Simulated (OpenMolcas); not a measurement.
## Run times for BGeSiH4F (SMILES F[SiH]1[BH][GeH2]1)

BGeSiH4F has 8 atoms, charge 0, and is taken as a singlet. As SMILES, `F[SiH]1[BH][GeH2]1`. The shape is that of a PBE0-D4/def2-TZVP optimisation.

```tsv
atom	x (Å)	y (Å)	z (Å)
F	-2.8022	-0.0970	1.0426
Si	-1.2542	-0.1521	0.6696
B	-0.4001	0.4697	-0.8532
Ge	1.4170	-0.0023	-0.4445
H	-0.5960	-0.8205	1.8146
H	-0.7861	1.0141	-1.8344
H	1.8434	-0.7089	0.8525
H	2.6703	0.2398	-1.3031
```

Program: OpenMolcas 26.06. Hardware: 1 thread of Intel Xeon Platinum 8375C at 2.90GHz (Ice Lake), shared host, so times are rough. Two-electron integrals are exact unless an approximation is named.

Question: Estimate their order by wall time, quickest first.
A. gradient at HF/STO-3G
B. gradient at HF/def2-SVP
C. gradient at PBE0/def2-SVP, grid UltraFine

Answer: A (2.6 s), B (13 s), C (33 s).
